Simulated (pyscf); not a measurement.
**H₃C–Bi(CH₃)–CH₃ (SMILES [CH3][Bi]([CH3])[CH3]), singlet**

Gas-phase minimum from PySCF at ωB97X-D3(BJ)/def2-SVP, one conformer. 

```
Bi
C 1 2.2537
H 2 1.0996 1 109.41
H 2 1.1001 3 109.41 1 -120.40
H 2 1.1001 3 109.39 4 -119.27
C 1 2.2537 2 92.83 3 46.85
H 6 1.0996 1 109.41 2 -46.20
H 6 1.1001 7 109.40 3 -89.99
H 6 1.1001 7 109.40 8 -119.26
C 1 2.2538 2 92.87 3 -46.19
H 10 1.0996 1 109.42 2 47.06
H 10 1.1001 11 109.40 7 150.48
H 10 1.1001 11 109.40 12 119.27
```

Properties at ωB97X-D3(BJ)/def2-SVP:

```yaml
harmonic_wavenumbers_unscaled: 95, 105, 105, 160, 161, 170, 501, 501, 503, 685, 708, 708, 804, 804, 808, 1214, 1214, 1233, 1439, 1442, 1443, 1450, 1451, 1456, 3074, 3075, 3075, 3190, 3191, 3191, 3196, 3196, 3196 cm⁻¹
zero_point_energy: 68.0 kcal/mol
rotational_symmetry_number: 3
Entropy of this conformer at 298 K and 1 atm, rigid rotor and harmonic oscillator, modes under 100 cm⁻¹ raised to 100: 370.1 J/(mol K)
dipole_moment: 0.26 D
```

Single-point totals, which compare only within one level:

```
level                   total energy (hartree)
----------------------  ----------------------
ωB97X-D3(BJ)/def2-TZVP              -334.55662
PBE/def2-TZVP                       -334.25303
r²SCAN/def2-TZVP                    -334.42480
B3LYP-D3(BJ)/def2-TZVP              -334.50780
PBE0-D3(BJ)/def2-TZVP               -334.25942
M06-2X/def2-TZVP                    -334.19285
ωB97M-D3(BJ)/def2-TZVP              -334.44545
```

Soft torsions are taken as harmonic, which can shift the entropy by several J/(mol K). Elements past Kr carry the def2 core potentials, without spin-orbit coupling.
